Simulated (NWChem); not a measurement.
# Atomisation of isopropylamine (C₃H₉N)

```xyz
13

C     -0.2909    -0.6431     1.2650
C      0.3528    -0.0740     0.0000
C     -0.2909    -0.6431    -1.2650
N      0.1960     1.3834     0.0000
H     -0.1993    -1.7402     1.3005
H     -1.3594    -0.3763     1.3025
H      0.1894    -0.2389     2.1722
H      1.4221    -0.3868     0.0000
H      0.1894    -0.2389    -2.1722
H     -1.3594    -0.3763    -1.3025
H     -0.1993    -1.7402    -1.3005
H      0.6593     1.7878    -0.8149
H      0.6593     1.7878     0.8149
```
Charge 0, spin multiplicity 1.

Everything below was run with NWChem. The geometry was optimised at B3LYP/def2-SVP, a minimum by its harmonic frequencies. It is one conformer; others weren't searched.

Basis set: def2-TZVP. The atomisation energy is electronic alone: no zero-point, thermal, spin-orbit or counterpoise terms. No value is extrapolated to the basis-set limit. Free atoms are single determinants with multiplicities C 3, N 4, H 2. Correlated methods freeze the same cores in atoms and molecule, 4 orbitals in all.

Relative cost: rough, from shared machines, SCF included, LDA (SVWN5) = 1. Costs are the molecule's.

B3LYP has NWChem's definition, with VWN1-RPA local correlation. GW and range-separated runs recompute their integrals, the others keep them in memory, which bears on the times. The stability of the SCF solutions was not checked. Open-shell Hartree-Fock references start from PBE0 orbitals; any time given for them includes that run.

```tsv
method	atomisation energy (kcal/mol)	relative cost
LDA (SVWN5)	1331.5	1
PBE	1189.3	under 3
PBE0	1174.0	under 3
B3LYP	1168.4	under 3
BP86	1204.9	under 3
HF	863.7	under 3
r2SCAN	___	under 3
MP2	1137.1	3
LC-wPBE (omega 0.3 per bohr)	___	10
```

Q: Fill in the missing entries.

A: 
- r2SCAN, atomisation energy (kcal/mol): 1169.9
- LC-wPBE (omega 0.3 per bohr), atomisation energy (kcal/mol): 1179.7
